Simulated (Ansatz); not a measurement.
AsH5OSi can be A, `O[SiH2][AsH2]`, or B, `[SiH3]O[AsH2]`.

Isolated molecules relaxed with PBE0-D4/def2-TZVP in Ansatz; ΔE leaves out vibrations. CCSD(T)/CBS is the MP2 limit (def2-TZVPP, def2-QZVPP) plus CCSD(T) − MP2 in def2-TZVPP, frozen cores. DFT in def2-TZVPP. B3LYP here is the variant with VWN-RPA as its local correlation; programs differ in this. For As outer-core shells are correlated without core-valence functions, which leaves a few kJ/mol of doubt a bond. Scalar relativity is left out up to krypton. Each species was taken in one conformer, which may not be the lowest.

A:

Z-matrix (Å, degrees):
```
Si
As 1 2.354
O 1 1.651 2 105.3
H 1 1.491 2 108.2 3 119.5
H 1 1.490 2 113.5 3 -121.1
H 2 1.525 1 90.2 3 176.4
H 2 1.522 1 92.4 3 84.3
H 3 0.958 1 117.7 2 -173.7
```

B:

```xyz
8

Si    1.0564   -0.7348    0.3395
O     0.0745    0.5557    0.0686
As   -1.6020    0.4812   -0.5743
H     1.2779   -1.5131   -0.9101
H     0.4729   -1.6504    1.3581
H     2.3471   -0.1962    0.8310
H    -2.2001    1.4336    0.4605
H    -1.4266    1.6240   -1.5734
```

(1) Which is lower in electronic energy at CCSD(T)/CBS, and by how much? (An estimate is asked.)

(2) Give E(B) − E(A) in kcal/mol with PBE-D4, CCSD/def2-TZVPP, ωB97M-V, PBE0-D4, r2SCAN-D4, HF/def2-TZVPP, B3LYP-D4. (An estimate is asked.)

(3) Does the order hold for the free energy at 298.15 K (harmonic terms from PBE0-D4)? (An estimate is asked.)

Largest T1 diagnostic: 0.012.

Results:

(1) Ansatz gave: A, by 14.0 kcal/mol.

(2) Computed: PBE-D4 15.3, CCSD/def2-TZVPP 12.4, ωB97M-V 12.9, PBE0-D4 15.8, r2SCAN-D4 14.4, HF/def2-TZVPP 9.0, B3LYP-D4 12.0. None reverses the order clearly.

(3) The calculation gave: Yes: G(B) − G(A) = +11.9 kcal/mol, for one conformer each. Modes under 60 cm⁻¹, often nearly free rotors, make the harmonic entropy too high.

Leaving LDA and LC-ωPBE aside and taking each functional with its dispersion term where it has one, the values, not all of them listed here, spread over 4.5 kcal/mol, from BLYP-D4 to HSE06-D4. LDA lies +1.8 kcal/mol from PBE without D4. From r2SCAN to r2SCAN0 (25 % exact exchange), in def2-TZVPP and without D4, E(B) − E(A) moves by +0.8 kcal/mol.
